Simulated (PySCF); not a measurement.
Isomers of C2H6N2. All species are isolated molecules in the gas phase. One relaxed conformer stands for each flexible species; it need not be the lowest. Strings in code marks are SMILES.

Quantity: electronic energy of isomers of C2H6N2 relative to `[H]/N=C(/C)N`, in kcal/mol.

Level 1: TPSSh-D3(BJ)/def2-TZVP // B3LYP-D3(BJ)/def2-TZVP (PySCF)
Level 2: B3LYP/6-311+G** // B3LYP-D3(BJ)/def2-TZVP (PySCF)
Level 3: PBE/6-31G* // B3LYP-D3(BJ)/def2-TZVP (PySCF)
Level 4: HF/6-31G* // B3LYP-D3(BJ)/def2-TZVP (PySCF)

```
species                            level 1  level 2  level 3  level 4
---------------------------------  -------  -------  -------  -------
`C1NCN1`                              35.0     39.7     33.2     35.0
`C/N=C/N`                             6.77     7.80     5.31     7.32
`C/N=C\N`                             8.60     10.2     7.39     9.89
`[H]/N=C\NC` (C–N–C–N torsion 6°)     8.41     9.99     7.59     9.30
`C=C(N)N`                             9.46     8.23     11.6     12.0
`C=NCN`                               23.5     24.2     23.7     21.6
```
